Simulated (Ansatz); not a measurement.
Start from `C=C=[C]([AlH2])[SiH3]` and change one atom or group to get `C=C=C([SiH3])BF`.

Ansatz, PBE0-D4/def2-TZVP geometries, multiplicity 1. Each molecule was computed in one conformer, which needn't be the lowest.

```csv
property,`C=C=[C]([AlH2])[SiH3]`
size of the dipole moment (B3LYP/def2-TZVPP) / D,0.52
LUMO energy (ωB97M-V/def2-TZVPP) / eV,-0.06
size of the dipole moment (PBE/def2-TZVPP) / D,0.56
HOMO–LUMO gap (PBE/def2-TZVPP) / eV,3.35
HOMO energy (B3LYP/def2-TZVPP) / eV,-6.73
HOMO energy (PBE0/def2-TZVPP) / eV,-6.94
```

**Question.** Give the same properties after the change, and the shifts. (An estimate is asked.)

**Answer.** Computed: 
```csv
property,`C=C=C([SiH3])BF`,shift
size of the dipole moment (B3LYP/def2-TZVPP) / D,1.87,1.35
LUMO energy (ωB97M-V/def2-TZVPP) / eV,0.46,0.52
size of the dipole moment (PBE/def2-TZVPP) / D,1.77,1.21
HOMO–LUMO gap (PBE/def2-TZVPP) / eV,3.90,0.55
HOMO energy (B3LYP/def2-TZVPP) / eV,-7.41,-0.68
HOMO energy (PBE0/def2-TZVPP) / eV,-7.63,-0.69
```

With PBE0 the HOMO falls by 0.69 eV and the LUMO rises by 0.12 eV, so the gap widens by about 0.81 eV. PBE moves the HOMO by -0.60 eV and ωB97M-V by -0.74 eV. Dipoles are sizes alone; their direction can turn.

B3LYP here is the variant with VWN-RPA as its local correlation; programs differ in this.
